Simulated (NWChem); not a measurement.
System meant: NiO, triplet; SMILES [O]=[Ni]

The following NWChem deck was run.

```
start job
memory heap 200 mb stack 900 mb global 1100 mb
geometry units angstroms noautoz
  Ni     0.000000     0.000000    -0.351588
  O      0.000000     0.000000     1.251783
end
basis spherical
  * library def2-svp
end
dft
  odft
  mult 3
  xc b3lyp
  iterations 4
  mulliken
end
task dft energy
```

End of the output:

```
     --------------------------
     Expectation value of S2:
     --------------------------
      <S2> =      3.0079 (Exact =     2.0000)

 center of mass
 --------------
 x =   0.00000000 y =   0.00000000 z =  -0.01778796

 moments of inertia (a.u.)
 ------------------
         115.071782689331           0.000000000000           0.000000000000
           0.000000000000         115.071782689331           0.000000000000
           0.000000000000           0.000000000000           0.000000000000

     Multipole analysis of the density
     ---------------------------------

     L   x y z        total         alpha         beta         nuclear
     -   - - -        -----         -----         ----         -------
     0   0 0 0     -0.000000    -19.000000    -17.000000     36.000000

     1   1 0 0      0.000000      0.000000     -0.000000      0.000000
     1   0 1 0      0.000000      0.000000     -0.000000      0.000000
     1   0 0 1     -0.274079     -0.581764      0.307685      0.000000

     2   2 0 0    -18.696881    -10.003362     -8.693519      0.000000
     2   1 1 0      0.000000      0.000000      0.000000      0.000000
     2   1 0 1      0.000000      0.000000      0.000000      0.000000
     2   0 2 0    -18.696881    -10.003362     -8.693519      0.000000
     2   0 1 1      0.000000      0.000000     -0.000000      0.000000
     2   0 0 2    -24.007247    -45.235651    -35.894626     57.123030

 ------------------------------------------------------------------------
 dft energy failed                                                                                  0
 ------------------------------------------------------------------------
 ------------------------------------------------------------------------
  current input line :
    17: task dft energy
 ------------------------------------------------------------------------
 ------------------------------------------------------------------------
 This type of error is most commonly associated with calculations not reaching convergence criteria
 ------------------------------------------------------------------------
 For more information see the NWChem manual at https://nwchemgit.github.io

0:dft energy failed:Received an Error in Communication
```

Question: What is wrong, and how is it mended?

Answer: Convergence was not reached. Cause: the SCF was allowed too few iterations. This input runs:
```
start job
memory heap 200 mb stack 900 mb global 1100 mb
geometry units angstroms noautoz
  Ni     0.000000     0.000000    -0.351588
  O      0.000000     0.000000     1.251783
end
basis spherical
  Ni library def2-svp
  O library def2-svp
end
dft
  odft
  mult 3
  xc b3lyp
  iterations 150
  convergence damp 70 ncydp 30 lshift 0.3 ncysh 40
  mulliken
end
task dft energy
```
It converges to -1583.22562 Ha (B3LYP/def2-SVP, spin-unrestricted).
